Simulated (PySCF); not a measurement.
Isomers of C4H10O3Si.

All values: PBE0/pcSseg-1 (PySCF) at PBE0-D3(BJ)/def2-SVP geometries, gas phase, one conformer each.

(1) Rank by dipole moment, highest first.
A. `[CH3:1][O:2][CH2:3][SiH2:4][O:5][C:6]([CH3:7])=[O:8]` with C1–O2–C3–Si4 178°, O2–C3–Si4–O5 -68°, C3–Si4–O5–C6 -179°, Si4–O5–C6–C7 -179°
B. `[CH3:1][O:2][CH2:3][SiH:4]1[O:5][CH2:6][CH2:7][O:8]1` with C1–O2–C3–Si4 179°, O2–C3–Si4–O5 52°, C3–Si4–O5–C6 -99°, Si4–O5–C6–C7 -31°, O5–C6–C7–O8 34°, C6–C7–O8–Si4 -22°
C. `[CH3:1][O:2][SiH2:3][O:4][CH2:5][C:6]([CH3:7])=[O:8]` with C1–O2–Si3–O4 -120°, O2–Si3–O4–C5 38°, Si3–O4–C5–C6 40°, O4–C5–C6–C7 169°
D. `[CH3:1][O:2][SiH:3]([O:4][CH3:5])[C:6]([CH3:7])=[O:8]` with C1–O2–Si3–O4 174°, O2–Si3–O4–C5 -58°, O2–Si3–C6–C7 -121°

(2) Rank by the highest Hirshfeld charge on any atom, highest value first.
A. `[CH3:1][O:2][CH2:3][SiH2:4][O:5][C:6]([CH3:7])=[O:8]` with C1–O2–C3–Si4 178°, O2–C3–Si4–O5 -68°, C3–Si4–O5–C6 -179°, Si4–O5–C6–C7 -179°
B. `[CH3:1][O:2][SiH2:3][O:4][CH2:5][C:6]([CH3:7])=[O:8]` with C1–O2–Si3–O4 -120°, O2–Si3–O4–C5 38°, Si3–O4–C5–C6 40°, O4–C5–C6–C7 169°
C. `[CH3:1][O:2][SiH:3]([O:4][CH3:5])[C:6]([CH3:7])=[O:8]` with C1–O2–Si3–O4 174°, O2–Si3–O4–C5 -58°, O2–Si3–C6–C7 -121°
D. `[CH3:1][O:2][CH2:3][SiH:4]1[O:5][CH2:6][CH2:7][O:8]1` with C1–O2–C3–Si4 179°, O2–C3–Si4–O5 52°, C3–Si4–O5–C6 -99°, Si4–O5–C6–C7 -31°, O5–C6–C7–O8 34°, C6–C7–O8–Si4 -22°

Results:

(1) C (3.47 D), A (2.93 D), D (2.06 D), B (1.10 D).

(2) D (+0.473 e), C (+0.450 e), B (+0.422 e), A (+0.397 e).

All values together:

| SMILES | μ (D) | HOMO (eV) | LUMO (eV) | lowest IAO charge (e) | highest IAO charge (e) | lowest Hirshfeld charge (e) | highest Hirshfeld charge (e) |
| --- | --- | --- | --- | --- | --- | --- | --- |
| COC[SiH2]OC(C)=O | 2.93 | -7.63 | 0.17 | -0.583 (O) | +0.984 (Si) | -0.256 (O) | +0.397 (Si) |
| COC[SiH]1OCCO1 | 1.10 | -7.58 | 1.18 | -0.642 (O) | +1.318 (Si) | -0.247 (O) | +0.473 (Si) |
| CO[SiH2]OCC(C)=O | 3.47 | -7.51 | -0.81 | -0.644 (O) | +1.163 (Si) | -0.239 (O) | +0.422 (Si) |
| CO[SiH](OC)C(C)=O | 2.06 | -6.75 | -1.11 | -0.641 (O) | +1.260 (Si) | -0.234 (O) | +0.450 (Si) |

Conformers: `[CH3:1][O:2][CH2:3][SiH2:4][O:5][C:6]([CH3:7])=[O:8]` with C1–O2–C3–Si4 178°, O2–C3–Si4–O5 -68°, C3–Si4–O5–C6 -179°, Si4–O5–C6–C7 -179°; `[CH3:1][O:2][CH2:3][SiH:4]1[O:5][CH2:6][CH2:7][O:8]1` with C1–O2–C3–Si4 179°, O2–C3–Si4–O5 52°, C3–Si4–O5–C6 -99°, Si4–O5–C6–C7 -31°, O5–C6–C7–O8 34°, C6–C7–O8–Si4 -22°; `[CH3:1][O:2][SiH2:3][O:4][CH2:5][C:6]([CH3:7])=[O:8]` with C1–O2–Si3–O4 -120°, O2–Si3–O4–C5 38°, Si3–O4–C5–C6 40°, O4–C5–C6–C7 169°; `[CH3:1][O:2][SiH:3]([O:4][CH3:5])[C:6]([CH3:7])=[O:8]` with C1–O2–Si3–O4 174°, O2–Si3–O4–C5 -58°, O2–Si3–C6–C7 -121°.
